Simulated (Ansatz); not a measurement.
CH3S (SMILES [CH2]S) moved off its minimum; all values from Ansatz (an electronic-structure program), cores frozen in correlated methods. Open shells are unrestricted.
(charge 0, multiplicity 2)
```xyz
5

C     -0.96286     0.42132    -0.04746
S      0.48213    -0.23313    -0.02772
H     -1.91381    -0.22368     0.00232
H     -1.08589     1.60552     0.02952
H      1.26061     0.72854     0.08274
```

```tsv
level	largest force (eV/Å)	on atom	rms difference from CCSD(T)/cc-pV(T+d)Z (eV/Å)	dipole (D)
HF/def2-TZVPP	8.04	C1	0.262	1.09
PBE/def2-TZVPP	6.74	C1	0.262	0.91
r2SCAN/def2-TZVPP	6.94	C1	0.164	0.97
B3LYP/def2-TZVPP	6.97	C1	0.151	0.91
wB97M-V/def2-TZVPP	6.99	C1	0.156	0.91
MP2/cc-pV(T+d)Z	7.19	C1	0.126	0.94
CCSD(T)/cc-pV(T+d)Z	7.36	C1	0.000	0.92
```

The differences count from one level among others, with limits of its own. Forces at CCSD(T)/cc-pV(T+d)Z (eV/Å):

```csv
atom,Fx,Fy,Fz
C1,-5.962,4.302,0.299
S2,2.278,-5.280,-0.267
H3,1.879,1.107,-0.110
H4,0.080,-2.936,-0.204
H5,1.726,2.808,0.281
```
